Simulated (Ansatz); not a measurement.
Input file for Ansatz (an electronic-structure program): U-PBE0/def2-TZVPP on Ba2, 2S+1 = 3, a spin state set in the input, which need not be the lowest. Elements past Kr take the def2 small-core potentials; no spin–orbit coupling.

Ansatz 0.2 input:
```yaml
crystal:
  periodic: [false, false, false]
  atoms:
    - {symbol: Ba, position_ang: [0.00000000, 0.00000000, 0.00000000]}
    - {symbol: Ba, position_ang: [0.00000000, 0.00000000, 4.08500000]}
basis:
  gaussian:
    orbitals: def2-TZVPP
hamiltonian:
  xc: {name: PBE0}
magnetization: {spin_polarized: true, initial_magnetization: 2}
relax: {f_tol: 0.002, max_steps: 120}
```

Program output:

```
WARN ansatz: RAYON_NUM_THREADS=2 ignored (pool sized by the plan → 2); use --threads N
Functional definition: PBE0
integrals: 0.02 GiB planned
592 factors; their error is unknown
mean field: 0.27 GiB planned
mean field evaluation 1: about -1384.5359 eV, gradient 5.4e0 eV
mean field evaluation 2: about -1384.5389 eV, gradient 6.0e0 eV
mean field evaluation 4: about -1384.7969 eV, gradient 1.1e-1 eV
mean field evaluation 8: about -1384.8017 eV, gradient 1.8e-2 eV
mean field evaluation 16: about -1384.8017 eV, gradient 2.7e-4 eV
mean field evaluation 32: about -1384.4716 eV, gradient 5.7e-1 eV
mean field evaluation 64: about -1384.6116 eV, gradient 2.1e-1 eV
mean field evaluation 96: about -1384.2237 eV, gradient 5.1e-1 eV
mean field evaluation 128: about -1384.7656 eV, gradient 3.8e-1 eV
mean field -1384.80174652 eV, -50.8905255324 hartree, gradient 5.0e-6 eV, S^2 2.023193; 18 other end points of the search recorded, 0 dependent functions left out
the calculation of the forces begins
reference -1384.80177596 eV, -50.8905266143 hartree; 11, 9 occupied and 69, 71 virtual orbitals, 592 factors
relax step   1: F+E_penalty+E_count = -1384.80174652 eV  Δ(F+E_penalty+E_count) = +0.000e0 eV  max|allowed force component| = 6.355e-2 eV/Å  Δτ_max = 0.0000 Å  (469 SCF iters, accepted)
these checks for a lower state are left out or cut short: starts, cluster_reference, orbital_swaps, neighbouring_geometries, increment
integrals: 0.02 GiB planned
592 factors; their error is unknown
mean field: 0.27 GiB planned
mean field evaluation 160: about -1384.8023 eV, gradient 2.5e-5 eV
mean field -1384.80227490 eV, -50.8905449499 hartree, gradient 1.8e-6 eV, S^2 2.023258; 0 other end points of the search recorded, 0 dependent functions left out
the calculation of the forces begins
reference -1384.80230431 eV, -50.8905460307 hartree; 11, 9 occupied and 69, 71 virtual orbitals, 592 factors
relax step   2: F+E_penalty+E_count = -1384.80227490 eV  Δ(F+E_penalty+E_count) = -5.284e-4 eV  max|allowed force component| = 5.014e-2 eV/Å  Δτ_max = 0.0046 Å  (58 SCF iters, accepted)
these checks for a lower state are left out or cut short: starts, cluster_reference, orbital_swaps, neighbouring_geometries, increment
integrals: 0.02 GiB planned
592 factors; their error is unknown
mean field: 0.27 GiB planned
mean field -1384.80317044 eV, -50.8905778602 hartree, gradient 8.7e-6 eV, S^2 2.023513; 0 other end points of the search recorded, 0 dependent functions left out
the calculation of the forces begins
reference -1384.80319974 eV, -50.8905789370 hartree; 11, 9 occupied and 69, 71 virtual orbitals, 592 factors
relax step   3: F+E_penalty+E_count = -1384.80317044 eV  Δ(F+E_penalty+E_count) = -8.955e-4 eV  max|allowed force component| = 1.896e-3 eV/Å  Δτ_max = 0.0174 Å  (63 SCF iters, accepted)
integrals: 0.02 GiB planned
592 factors; their error is unknown
mean field: 0.27 GiB planned
mean field evaluation 192: about -1384.8032 eV, gradient 2.2e-3 eV
mean field evaluation 224: about -1384.4342 eV, gradient 2.2e0 eV
mean field evaluation 256: about -1384.4789 eV, gradient 4.1e-1 eV
mean field evaluation 288: about -1384.5182 eV, gradient 2.1e0 eV
mean field evaluation 320: about -1383.8900 eV, gradient 1.2e-1 eV
mean field -1384.80317044 eV, -50.8905778602 hartree, gradient 8.7e-6 eV, S^2 2.023513; 19 other end points of the search recorded, 0 dependent functions left out
the calculation of the forces begins
reference -1384.80319974 eV, -50.8905789370 hartree; 11, 9 occupied and 69, 71 virtual orbitals, 592 factors
Total energy: -1384.80319974 eV, -50.8905789370 hartree
Atom 0 at     0.000000     0.000000    -0.022024 Å, force     0.000000    -0.000000    -0.001896 eV/Å
Atom 1 at    -0.000000    -0.000000     4.107024 Å, force    -0.000000     0.000000     0.001896 eV/Å
Dipole moment:     0.000000     0.000000    -0.000000 e Å
```

The calculation finished and met its thresholds.

Cost: about 30 core-seconds (a rough figure).
